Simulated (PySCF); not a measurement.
# Simulated characterisation data

[PySCF 2.14: structure optimised with GFN2-xTB; GIAO PBE0/pcSseg-1 shieldings; non-relativistic Hamiltonian; averaged over atoms made equivalent by symmetry, fast rotation or ring inversion; one conformer; in vacuum]

Chemical shifts δ = σref − σ; ¹H (σref 31.72) and ¹³C (σref 186.93) vs TMS, all at this level. Splittings of carbon signals by F and P are missing where no couplings were computed. Where no couplings were computed, multiplicities follow the n + 1 count of equivalent neighbours, and m marks all less simple cases (inequivalent or close neighbours, rings, F or P nearby). Shifts are as computed. Against solution values, carbons near 30 ppm lie about +3 ppm off and those near 130 ppm about +5 ppm. Of 1211 compounds with measured shifts, 218 miss one by over three times the rms of a fit or turn the order of signals round; such compounds aren't used in these exercises.

**1.** `C=Nc1cccc(C#N)c1`, C8H6N2. ¹H NMR (400 MHz, computed): δ 7.75 (m, 1H), 7.74 (s, 1H), 7.74 (d, 1H), 7.72 (m, 1H), 7.55 (d, 1H), 6.94 (d, 1H). ¹³C{¹H} NMR (computed): δ 157.9, 156.5, 136.0, 135.7, 134.3, 124.4, 124.0, 118.4.

**2.** `c1ccc2nccnc2c1`, C8H6N2. ¹H NMR (400 MHz, computed): δ 9.10 (s, 2H), 8.66 (d, 2H), 8.20 (m, 2H). ¹³C{¹H} NMR (computed): δ 149.6 (CH), 147.6 (C), 137.9 (CH), 135.8 (CH).

**3.** `InChI=1S/C6H6F3P/c7-6(8,9)5-10-3-1-2-4-10/h1-4H,5H2`. ¹H NMR (400 MHz, computed): δ 7.33 (m, 2H), 7.18 (m, 2H), 2.37 (m, 2H). ¹³C{¹H} NMR (computed): δ 148.4, 146.2, 135.3, 38.4.
